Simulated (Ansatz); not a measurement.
HAu2⁺. Total charge 1; triplet. Geometry PBE-D4/def2-TZVP.

```
atom    x (Å)    y (Å)    z (Å)
 Au1  -0.7614   1.4723   0.4079
 Au2   0.7605  -1.4730  -0.4071
  H3   0.0008   0.0007  -0.0008
```

In the def2 sets Au takes a core potential; there is no spin–orbit coupling. At PBE0-D4/def2-TZVP a singlet of charge 1 lies 2.17 eV below the triplet, each at its own geometry. The structure comes from a short search, and lower isomers may exist.

(1) Estimate the α-spin orbital energies around the gap (eV) in Ansatz with PBE-D4/def2-TZVP, revPBE-D4/def2-TZVP, r2SCAN-D4/def2-TZVP, B97M-V/def2-TZVP, r2SCANh-D4/def2-TZVP.

Answers

(1) 
```
orbital  PBE-D4/def2-TZVP  revPBE-D4/def2-TZVP  r2SCAN-D4/def2-TZVP  B97M-V/def2-TZVP  r2SCANh-D4/def2-TZVP
 HOMO−9            -14.29               -14.20               -14.56            -14.51                -15.17
 HOMO−8            -14.29               -14.20               -14.56            -14.49                -15.17
 HOMO−7            -13.96               -13.89               -14.22            -14.20                -14.83
 HOMO−6            -13.96               -13.89               -14.22            -14.20                -14.83
 HOMO−5            -13.87               -13.80               -14.19            -14.12                -14.81
 HOMO−4            -13.87               -13.80               -14.19            -14.12                -14.81
 HOMO−3            -13.83               -13.76               -14.15            -14.08                -14.77
 HOMO−2            -13.83               -13.76               -14.15            -14.08                -14.77
 HOMO−1            -13.21               -13.12               -13.52            -13.14                -13.97
   HOMO            -11.43               -11.33               -11.57            -10.97                -11.75
   LUMO             -8.47                -8.38                -8.30             -8.29                 -8.03
 LUMO+1             -5.91                -5.87                -5.48             -5.81                 -5.30
 LUMO+2             -5.91                -5.87                -5.48             -5.81                 -5.30
 LUMO+3             -4.59                -4.58                -4.09             -4.46                 -3.90
 LUMO+4             -4.59                -4.58                -4.09             -4.46                 -3.90
 LUMO+5             -3.61                -3.61                -3.02             -3.40                 -2.83
 β HOMO            -13.38               -13.30               -13.52            -13.50                -14.14
 β LUMO            -12.48               -12.35               -12.28            -12.22                -11.91
```
